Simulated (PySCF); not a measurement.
PySCF input file for C₃H₉FSi₂, SMILES F[C@]1([SiH3])C[C@H]1[SiH3], PBE/pcSseg-1. Geometry optimised at r2SCAN-D4/def2-SVP. The structure was generated by enumeration; whether it is a known compound was not checked.

```python
import numpy as np
from pyscf import gto, scf, dft
from pyscf.prop.nmr import rks as nmr

mol = gto.M(
    atom='''
    F     0.89292852   -1.89554608    0.49134325
    C     0.51095491   -0.56305063    0.38319186
    Si    1.76269543    0.37396593   -0.67396430
    C    -0.15898809   -0.02499388    1.60803591
    C    -0.98970986   -0.36768493    0.38364185
    Si   -1.92078588    0.92062206   -0.61156918
    H     1.35090379    1.80675693   -0.75468716
    H     1.80792693   -0.21664674   -2.04249512
    H     3.10841286    0.27037111   -0.04011006
    H    -0.01559822    1.02888995    1.87317255
    H    -0.20219675   -0.71378966    2.45740375
    H    -1.50175700   -1.33673779    0.45923002
    H    -1.35116227    2.27527002   -0.34332424
    H    -3.35829486    0.91432932   -0.20526473
    H    -1.83486663    0.64161620   -2.07776347
    ''',
    basis='pcSseg-1',
    charge=0,
    spin=0,
    max_memory=1600,
    verbose=3,
)
mf = dft.RKS(mol, xc='pbe').density_fit(auxbasis='def2-universal-jkfit')
mf.grids.level = 3
mf.conv_tol = 1e-10
mf.max_cycle = 100
mf.kernel()
n = nmr.NMR(mf)
n.verbose = 2
n.max_cycle_cphf = 60
sigma = n.kernel()
print('atom   isotropic/ppm   span/ppm')
for i, s in enumerate(sigma):
    w = np.linalg.eigvalsh((s + s.T) / 2)
    print(f'{mol.atom_symbol(i):2s}{i + 1:3d} {w.mean():14.3f} {w[2] - w[0]:11.3f}')
```

Program output:

```
converged SCF energy = -797.9075878769
atom   isotropic/ppm   span/ppm
F   1        352.675     164.483
C   2        103.485     152.623
Si  3        406.141      79.348
C   4        159.301      64.772
C   5        172.689      79.467
Si  6        400.460      94.802
H   7         27.403       8.112
H   8         26.816       8.341
H   9         26.905       8.556
H  10         30.576      12.610
H  11         29.815      12.826
H  12         30.777      14.939
H  13         27.713       7.973
H  14         26.905       9.035
H  15         26.828       8.731
```

The calculation finished and met its thresholds.

Cost: around 40 core-seconds (rough).
